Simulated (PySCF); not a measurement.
HCl$_{2}$FGeO, singlet, at a GFN2-xTB geometry, with bond 5-2 at 2.4 times its length; CASSCF(2,3)/STO-3G run with PySCF.

Here is a job for PySCF.
```python
from pyscf import gto, scf, mcscf
import numpy

mol = gto.M(
    atom='''
O    -1.59126003   -0.78651942   -0.58676206
Ge   -0.15562183   -0.09717950    0.07793344
F    -0.33113486   -0.33964059    1.82267804
Cl    1.44199017   -1.20831344   -0.61749245
Cl    0.02105549    4.87537937   -0.60740053
H    -2.42953358   -0.57024697   -0.17692401
''',
    basis='sto-3g',
    verbose=4,
)

mf = scf.RHF(mol)
mf.kernel()
mc = mcscf.CASSCF(mf, 3, 2)
mc.fix_spin_(ss=0.0)
mc.kernel()
occ = numpy.linalg.eigvalsh(mc.fcisolver.make_rdm1(mc.ci, mc.ncas, mc.nelecas))[::-1]
ss = mc.fcisolver.spin_square(mc.ci, mc.ncas, mc.nelecas)[0]
print('natural occupations', occ.round(4), ' <S^2>', round(ss, 4))
```

It wrote (shortened):

```
PySCF version 2.14.0

[INPUT] verbose = 4
[INPUT] num. atoms = 6
[INPUT] num. electrons = 84
[INPUT] charge = 0
[INPUT] spin (= nelec alpha-beta = 2S) = 0
[INPUT] symmetry False subgroup None
[INPUT] Mole.unit = angstrom
[INPUT] Symbol           X                Y                Z      unit          X                Y                Z       unit  Magmom
[...]
nuclear repulsion = 492.164394958653
number of shells = 25
number of NR pGTOs = 141
number of NR cGTOs = 47
basis = sto-3g
ecp = {}

******** <class 'pyscf.scf.hf.RHF'> ********
method = RHF
initial guess = minao
damping factor = 0
level_shift factor = 0
DIIS = <class 'pyscf.scf.diis.CDIIS'>
diis_start_cycle = 1
diis_space = 8
diis_damp = 0
SCF conv_tol = 1e-09
SCF conv_tol_grad = None
SCF max_cycles = 50
direct_scf = True
direct_scf_tol = 1e-13
Set gradient conv threshold to 3.16228e-05
Initial guess from minao.
init E= -3129.88817839847
[...]
cycle= 1 E= -3133.09492255894  delta_E= -3.21  |g|= 0.427  |ddm|= 2.99

WARN: HOMO -0.0612246120823484 == LUMO -0.0611181778301899

cycle= 2 E= -3132.80177925662  delta_E= 0.293  |g|= 0.287  |ddm|= 3.65
[...]
cycle= 3 E= -3133.16178707184  delta_E= -0.36  |g|= 0.177  |ddm|= 3.59
[...]
cycle= 4 E= -3133.17335901924  delta_E= -0.0116  |g|= 0.0922  |ddm|= 0.203
[...]
cycle= 5 E= -3133.17716263545  delta_E= -0.0038  |g|= 0.0537  |ddm|= 0.132
[...]
cycle= 6 E= -3132.81455933412  delta_E= 0.363  |g|= 0.242  |ddm|= 3.55
[...]
cycle= 7 E= -3132.88600367882  delta_E= -0.0714  |g|= 0.32  |ddm|= 0.823
[...]
cycle= 8 E= -3132.93028391713  delta_E= -0.0443  |g|= 0.35  |ddm|= 0.288
[...]
cycle= 9 E= -3133.04901960184  delta_E= -0.119  |g|= 0.354  |ddm|= 0.676
[...]
cycle= 10 E= -3132.9516151867  delta_E= 0.0974  |g|= 0.365  |ddm|= 0.543
[...]
cycle= 11 E= -3133.12662314095  delta_E= -0.175  |g|= 0.29  |ddm|=    1
[...]
cycle= 12 E= -3133.10139376408  delta_E= 0.0252  |g|= 0.316  |ddm|= 0.252
[...]
cycle= 13 E= -3133.21476071946  delta_E= -0.113  |g|= 0.0714  |ddm|= 1.96
[...]
cycle= 14 E= -3133.22595629842  delta_E= -0.0112  |g|= 0.0143  |ddm|= 0.61
[...]
cycle= 15 E= -3133.22587783726  delta_E= 7.85e-05  |g|= 0.0167  |ddm|= 0.0751
[...]
cycle= 16 E= -3133.2262575228  delta_E= -0.00038  |g|= 0.00295  |ddm|= 0.0827
[...]
cycle= 17 E= -3133.22629636185  delta_E= -3.88e-05  |g|= 0.00229  |ddm|= 0.0372
[...]
cycle= 18 E= -3133.22633554887  delta_E= -3.92e-05  |g|= 0.00179  |ddm|= 0.039
[...]
cycle= 19 E= -3133.22632390888  delta_E= 1.16e-05  |g|= 0.00286  |ddm|= 0.00974
[...]
cycle= 20 E= -3133.22638010236  delta_E= -5.62e-05  |g|= 0.00268  |ddm|= 0.0583
[...]
cycle= 21 E= -3133.22650296663  delta_E= -0.000123  |g|= 0.00691  |ddm|= 0.194
[...]
cycle= 22 E= -3133.22653374075  delta_E= -3.08e-05  |g|= 0.0017  |ddm|= 0.0524
[...]
cycle= 23 E= -3133.22648766457  delta_E= 4.61e-05  |g|= 0.00199  |ddm|= 0.0476
[...]
cycle= 24 E= -3133.22637933579  delta_E= 0.000108  |g|= 0.00675  |ddm|= 0.0671
[...]
cycle= 25 E= -3133.21988404941  delta_E= 0.0065  |g|= 0.0754  |ddm|= 0.958
[...]
cycle= 26 E= -3133.22491641717  delta_E= -0.00503  |g|= 0.0397  |ddm|= 0.245
[...]
cycle= 27 E= -3133.22647510532  delta_E= -0.00156  |g|= 0.0188  |ddm|= 0.15
[...]
cycle= 28 E= -3133.22616887424  delta_E= 0.000306  |g|= 0.0271  |ddm|= 0.288
[...]
cycle= 29 E= -3133.22610158417  delta_E= 6.73e-05  |g|= 0.0277  |ddm|= 0.0279
[...]
cycle= 30 E= -3133.22574610379  delta_E= 0.000355  |g|= 0.0318  |ddm|= 0.0492
[...]
cycle= 31 E= -3133.22688887103  delta_E= -0.00114  |g|= 0.0106  |ddm|= 0.161
[...]
cycle= 32 E= -3133.22483164277  delta_E= 0.00206  |g|= 0.0426  |ddm|= 0.366
[...]
cycle= 33 E= -3133.22728176564  delta_E= -0.00245  |g|= 0.00346  |ddm|= 0.207
[...]
cycle= 34 E= -3133.22087128184  delta_E= 0.00641  |g|= 0.0727  |ddm|= 0.803
[...]
cycle= 35 E= -3133.2195571834  delta_E= 0.00131  |g|= 0.0797  |ddm|= 0.034
[...]
cycle= 36 E= -3133.22452944272  delta_E= -0.00497  |g|= 0.0477  |ddm|= 0.278
[...]
cycle= 37 E= -3133.22322947863  delta_E= 0.0013  |g|= 0.0575  |ddm|= 0.0485
[...]
[...]
[...]
cycle= 41 E= -3133.22221408058  delta_E= 0.00509  |g|= 0.0652  |ddm|= 0.595
[...]
cycle= 42 E= -3133.22752566032  delta_E= -0.00531  |g|= 0.00823  |ddm|= 0.571
[...]
cycle= 43 E= -3133.22768356197  delta_E= -0.000158  |g|= 0.00124  |ddm|= 0.144
[...]
cycle= 44 E= -3133.22754560897  delta_E= 0.000138  |g|= 0.0126  |ddm|= 0.272
[...]
cycle= 45 E= -3133.22774925049  delta_E= -0.000204  |g|= 0.00533  |ddm|= 0.0852
[...]
cycle= 46 E= -3133.22772884158  delta_E= 2.04e-05  |g|= 0.00771  |ddm|= 0.208
[...]
cycle= 47 E= -3133.2278230266  delta_E= -9.42e-05  |g|= 0.000938  |ddm|= 0.0779
[...]
cycle= 48 E= -3133.22774212847  delta_E= 8.09e-05  |g|= 0.00746  |ddm|= 0.0733
[...]
cycle= 49 E= -3133.22779287577  delta_E= -5.07e-05  |g|= 0.00475  |ddm|= 0.0285
[...]
cycle= 50 E= -3133.22779802298  delta_E= -5.15e-06  |g|= 0.00438  |ddm|= 0.00346
SCF not converged.
SCF energy = -3133.22779802298

******** <class 'pyscf.mcscf.mc1step.CASSCF'> ********
CAS (1e+1e, 3o), ncore = 41, nvir = 3
max_cycle_macro = 50
max_cycle_micro = 4
conv_tol = 1e-07
conv_tol_grad = None
orbital rotation max_stepsize = 0.02
orbital rotation threshold for CI restart = 0.01
augmented hessian ah_max_cycle = 30
augmented hessian ah_conv_tol = 1e-12
augmented hessian ah_linear dependence = 1e-14
augmented hessian ah_level shift = 1e-08
augmented hessian ah_start_tol = 2.5
augmented hessian ah_start_cycle = 3
augmented hessian ah_grad_trust_region = 3
kf_trust_region = 3
kf_interval = 4
ci_response_space = 4
ci_grad_trust_region = 3
with_dep4 0
natorb = False
canonicalization = True
sorting_mo_energy = False
ao2mo_level = 2
internal_rotation = False
******** <class 'pyscf.fci.addons.SpinPenaltyFCISolver'> ********
max. cycles = 50
conv_tol = 1e-08
davidson only = True
linear dependence = 1e-12
level shift = 0.001
max iter space = 12
nroots = 1
pspace_size = 400
spin = None
CASCI E = -3133.36685077350  S^2 = 0.0000000
Set conv_tol_grad to 0.000316228
macro iter   1 ( 14 JK    4 micro), CASSCF E = -3133.37259900766  dE = -5.74823417e-03  S^2 = 0.0000000
               |grad[o]|=0.0736  |grad[c]|=0.00517  |ddm|=0.0156  |maxRot[o]|=0.0516
macro iter   2 ( 21 JK    4 micro), CASSCF E = -3133.37270595638  dE = -1.06948713e-04  S^2 = 0.0000000
               |grad[o]|=0.000935  |grad[c]|=0.000174  |ddm|=0.00209  |maxRot[o]|=0.224
macro iter   3 ( 21 JK    4 micro), CASSCF E = -3133.37295353148  dE = -2.47575104e-04  S^2 = 0.0000000
               |grad[o]|=0.00063  |grad[c]|=0.000317  |ddm|=0.00443  |maxRot[o]|=0.258
macro iter   4 ( 21 JK    4 micro), CASSCF E = -3133.37311445009  dE = -1.60918613e-04  S^2 = 0.0000000
               |grad[o]|=0.000641  |grad[c]|=0.000174  |ddm|=0.000396  |maxRot[o]|=0.313
macro iter   5 ( 21 JK    4 micro), CASSCF E = -3133.37318854159  dE = -7.40914929e-05  S^2 = 0.0000000
               |grad[o]|=0.000571  |grad[c]|=8.39e-05  |ddm|=6.93e-05  |maxRot[o]|=0.311
macro iter   6 ( 21 JK    4 micro), CASSCF E = -3133.37322206103  dE = -3.35194450e-05  S^2 = 0.0000000
               |grad[o]|=0.00051  |grad[c]|=3.85e-05  |ddm|=0.000918  |maxRot[o]|= 0.31
macro iter   7 ( 19 JK    4 micro), CASSCF E = -3133.37323107147  dE = -9.01043677e-06  S^2 = 0.0000000
               |grad[o]|=0.000554  |grad[c]|=1.54e-05  |ddm|=0.00119  |maxRot[o]|=0.144
macro iter   8 (  5 JK    2 micro), CASSCF E = -3133.37323130986  dE = -2.38391749e-07  S^2 = 0.0000000
               |grad[o]|=0.000188  |grad[c]|=6.7e-06  |ddm|=0.000283  |maxRot[o]|=0.019
macro iter   9 (  1 JK    1 micro), CASSCF E = -3133.37323130986  dE = -1.81898940e-12  S^2 = 0.0000000
               |grad[o]|=2.27e-05  |grad[c]|=1.06e-06  |ddm|=1.54e-06  |maxRot[o]|=    0
1-step CASSCF converged in   9 macro (144 JK  31 micro) steps
CASSCF canonicalization
Density matrix diagonal elements [1.00041682e+00 9.98785494e-01 7.97687041e-04]
CASSCF energy = -3133.37323130986
CASCI E = -3133.37323130986  E(CI) = -0.914273986776152  S^2 = 0.0000000
natural occupations [1.0006 0.9994 0.    ]  <S^2> 0.0
```

Convergence was not reached.
